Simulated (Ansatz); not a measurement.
| atom | x (Å) | y (Å) | z (Å) |
| --- | --- | --- | --- |
| S | 0.0441 | -0.0234 | -0.1015 |
| H | 0.0250 | 0.9945 | 0.7955 |
| H | 0.0350 | -0.9930 | 0.8606 |

Basis set: aug-cc-pVDZ (spherical functions). Frozen core: 5 orbitals. Charge 0, multiplicity 1.

Computed with Ansatz (development build ahead of 0.2.0); each method stands on the lowest determinant of its kind that the runs found. Restricted open shells among the atoms or ions are ROHF, correlated in semicanonical orbitals with singles.

The atomization energy at this shape (free ground-state atoms in the same class of orbitals less the molecule, no zero-point energy) of singlet H₂S:

| method | atomization energy |
| --- | --- |
| RHF | 537.4 kJ/mol |

(1) What does RHF-MP2 give?

## Answers

(1) 695.1 kJ/mol.
